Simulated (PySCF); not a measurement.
[Tl(BH4)2]+ at several levels of theory

Computed with PySCF 2.14.0 (density fitting, no spin-orbit coupling) at the geometry relaxed with r2SCAN:

```xyz
11
[Tl(BH4)2]+ (singlet)
Tl    0.0000    0.0000    0.0000
B     0.2694   -0.1636    2.2292
H    -0.5717    0.3055    3.1575
H     1.2148    0.5381    2.4824
H    -0.9094    0.4601    2.3321
H     0.2140   -1.3375    2.4871
B    -0.2694    0.1636   -2.2292
H     0.5717   -0.3055   -3.1575
H     0.9094   -0.4601   -2.3321
H    -1.2148   -0.5381   -2.4824
H    -0.2140    1.3375   -2.4871
```

| level | basis | state | HOMO (eV) | gap (eV) | charge on Tl1 (e) | dipole about the centre of mass (D) | largest force component (eV/Å) |
| --- | --- | --- | --- | --- | --- | --- | --- |
| r2SCAN | Tl def2-SVP with ECP60, B def2-SVP, H def2-SVP | singlet | -11.69 | 4.47 | 0.56 | 0.00 | 0.04 |
| TPSSh | the same | singlet | -11.83 | 4.81 | 0.56 | 0.00 | 0.27 |
| r2SCAN | Tl def2-TZVP with ECP60, B def2-TZVP, H def2-TZVP | singlet | -11.67 | 4.44 | 0.61 | 0.00 | 0.31 |
| r2SCAN | Tl x2c-SVPall, B x2c-SVPall, H x2c-SVPall | singlet | -11.69 | 4.50 | 0.80 | 0.00 | 0.09 |

Charges are Mulliken's, which hang on the basis. The relaxation used the grid (50, 194), these runs (75, 302) or, all-electron (x2c bases, spin-free X2C Hamiltonian), (99, 590).

**Question.** A further run in the first row's basis gives HOMO (eV) -11.48, gap (eV) 4.17, charge on Tl1 (e) 0.54, dipole about the centre of mass (D) 0.00, largest force component (eV/Å) 0.27. Which level was it?
A. wB97X
B. TPSS
C. B3LYP

**Answer.** B. The others give HOMO -14.37 eV (wB97X); -12.17 eV (B3LYP).

In the first row's basis the gap widens with exact exchange: 4.2 to 4.5 eV for TPSS, r2SCAN (none); 4.8 to 5.2 eV for TPSSh, B3LYP (a fixed share); 9.6 eV for wB97X (rising or full at long range).

On relaxing from the template, bonds within or between ligands changed, so the formula names the start rather than the bonding at the end. No frequency check is given that shows the relaxed geometry to be a minimum.
